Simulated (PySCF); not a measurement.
Cd(H)(OMe) (CH₄CdO), SMILES C[O][CdH].

The structure is a stationary point at PBE0-D3(BJ)/def2-TZVP. The def2 effective core potentials stand for the cores of Cd; spin–orbit coupling is left out.

Level of theory: PBE0/def2-TZVPD in PySCF.

Symmetry labels are those of the subgroup Cs that the program uses (full group Cs).

Computed valence orbital energies around the gap with their symmetry:
| orbital | symmetry | energy (eV) |
|---|---|---|
| HOMO−7 | A' | -15.07 |
| HOMO−6 | A" | -15.07 |
| HOMO−5 | A' | -11.87 |
| HOMO−4 | A" | -11.71 |
| HOMO−3 | A' | -11.13 |
| HOMO−2 | A' | -9.15 |
| HOMO−1 | A' | -7.32 |
| HOMO | A" | -6.98 |
| LUMO | A' | -0.68 |
| LUMO+1 | A" | -0.44 |
| LUMO+2 | A' | -0.41 |
| LUMO+3 | A' | 1.02 |
